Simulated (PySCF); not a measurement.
Sr2H4: fields on a plane

Level of theory: PBE0/[Sr def2-TZVP with ECP28, H def2-TZVP], scalar-relativistic core potentials, density fitting, no spin–orbit coupling, PySCF.

The singlet minimum has Sr–H 2.170 Å (×2), Sr–H 2.335 Å (×4); H–Sr–H 74.2° (×2), H–Sr–H 124.2° (×4), Sr–H–Sr 105.8° (×2).

The plane holds Sr1 at (0.00, 0.00), Sr2 at (3.73, 0.00), H3 at (1.86, 1.41), H4 at (1.86, -1.41) Å. Columns run from x = -1.95 to 6.15 Å, rows from y = 3.75 (top) to -3.45 Å, in steps of 0.3 Å. Other isomers or separated fragments may lie lower. Core electrons replaced by a potential are absent, the electrostatic potential uses the reduced nuclear charge, and values within about 0.7 Å of such atoms have no physical meaning.

**Question.** Give the electrostatic potential (V) (cut at 20 V). Lower edges of the bins (V): '0' -1.36, '1' -1.23, '2' -1.03, '3' -0.72, '4' -0.21, '5' 0.58, '6' 1.84, '7' 3.84, '8' 7.01, '9' 12.04; top 20.0.

**Answer.** 
```
4444444444333333444444444444
4444444444333333344444444444
4444444443322223344444444444
4455555443321112344555554444
4555555543210002345555555444
4555555554322222345555555544
5556666654446654456666655544
5566677765569975567777665544
5567788877679986678887766554
5667899988778976789998876554
5678999999866667899999876554
5678999999876668999999987654
5679999999976678999999987654
5679999999976678999999987654
5678999999876668999999987654
5678999999866667899999876554
5667899988778976789998876554
5567788877679986678887766554
5566677765569975567777665544
5556666654446654456666655544
4555555554322222345555555544
4555555543210002345555555444
4455555443321112344555554444
4444444443322223344444444444
4444444444333333344444444444
```

**Question.** Give the electron localisation function (set to 0 where the density is under 0.005 e/Å³). Every second row and column.

**Answer.** 
```
0.00 0.00 0.00 0.00 0.00 0.00 0.00 0.00 0.00 0.00 0.00 0.00 0.00 0.00
0.00 0.00 0.00 0.00 0.00 0.00 0.89 0.86 0.00 0.00 0.00 0.00 0.00 0.00
0.00 0.00 0.00 0.00 0.67 1.00 1.00 1.00 0.99 0.30 0.00 0.00 0.00 0.00
0.00 0.00 0.00 0.01 0.30 1.00 1.00 1.00 0.98 0.08 0.00 0.00 0.00 0.00
0.27 0.03 0.07 0.21 0.07 0.87 1.00 1.00 0.42 0.09 0.21 0.03 0.05 0.36
0.29 0.05 0.74 0.90 0.81 0.13 0.97 0.84 0.22 0.87 0.90 0.48 0.05 0.51
0.28 0.10 0.88 0.00 0.77 0.44 0.10 0.07 0.78 0.13 0.34 0.77 0.06 0.54
0.28 0.08 0.86 0.79 0.88 0.23 0.51 0.23 0.60 0.83 0.88 0.70 0.05 0.53
0.29 0.03 0.38 0.75 0.35 0.34 1.00 0.99 0.14 0.56 0.73 0.17 0.05 0.46
0.00 0.03 0.01 0.02 0.08 0.99 1.00 1.00 0.88 0.03 0.01 0.01 0.05 0.00
0.00 0.00 0.00 0.00 0.63 1.00 1.00 1.00 0.99 0.24 0.00 0.00 0.00 0.00
0.00 0.00 0.00 0.00 0.00 0.96 0.99 0.99 0.91 0.00 0.00 0.00 0.00 0.00
0.00 0.00 0.00 0.00 0.00 0.00 0.00 0.00 0.00 0.00 0.00 0.00 0.00 0.00
```
